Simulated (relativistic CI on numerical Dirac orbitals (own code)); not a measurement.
# Spin-allowed bands of a d2 ion in a tetrahedral site, by hand

Problem. Take Δ = 5460 cm⁻¹ and B = 600 cm⁻¹ for a d2 ion in a tetrahedral site. Calculate the three spin-allowed bands.

Working.
1. The terms of highest spin are 3F (energy 0) and 3P (15B = 9000 cm⁻¹). Here the F term splits into A2 at −1.2Δ = -6552, T2 at −0.2Δ = -1092 and T1 at +0.6Δ = 3276 cm⁻¹.
2. The two T1 states mix through the element 0.4Δ: H = [[3276, 2184], [2184, 9000]], with roots ½(H₁₁ + H₂₂) ∓ ½√[(H₂₂ − H₁₁)² + 4H₁₂²] = ½(12276) ∓ ½(7200) = 2538 and 9738 cm⁻¹.
3. The ground term is 3A2 at -6552 cm⁻¹.
4. Bands: 3T2 5460 cm⁻¹ (1832 nm), 3T1(F) 9090 cm⁻¹ (1100 nm), 3T1(P) 16290 cm⁻¹ (614 nm).

Check. Exact diagonalisation of the whole d2 shell with these parameters gives 3T2 5460, 3T1 9090, 3T1 16290 cm⁻¹. The match is exact, since without spin-orbit coupling no other term has this spin. The ratio of the second band to the first, 1.665, depends on Δ/B = 9.1 alone, which is how a Tanabe-Sugano diagram is read.
